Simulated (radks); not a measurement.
Dipole-allowed excitations along the series with 80 electrons in [Hg]. All-electron calculation, scalar-relativistic Kohn-Sham, PBE, spin-polarised, spherical densities, finite nucleus; Fermi nuclear charge, rms radius of each element as measured or else 0.836 A^(1/3) + 0.57 fm. Program: a radial shooting solver on a logarithmic mesh with Libxc functionals. Time-dependent linear response with the Hartree and adiabatic LDA kernel, continuum included through the Sternheimer equations, no spin-orbit coupling, so fine structure and intercombination lines are absent. Lines are the poles of the dipole polarisability below minus the highest occupied eigenvalue, found on a grid refined at the orbital gaps; the lowest seven at most are given, and weak or close lines can be missed. The first line takes the name of the lowest orbital gap if no other gap lies below it; otherwise a line is named after a gap within 0.6 % of it, if that gap stands alone.

| species | -e(HOMO) (eV) | lowest orbital gap (eV) | first line (eV) | f | static alpha (bohr^3) | measured (eV) |
|---|---|---|---|---|---|---|
| Hg | 6.811 | 6s-6p 5.764 | 6.273 (6s-6p) | 0.953 | 35.15 | - |
| Tl+ | 16.300 | 6s-6p 8.108 | 9.189 (6s-6p) | 1.33 | 19.80 | 6s-6p 9.381 |
| Pb2+ | 27.429 | 6s-6p 10.253 | 11.701 (6s-6p) | 1.47 | 13.18 | - |

Measured values: term averages from the NIST Handbook of Basic Atomic Spectroscopic Data.
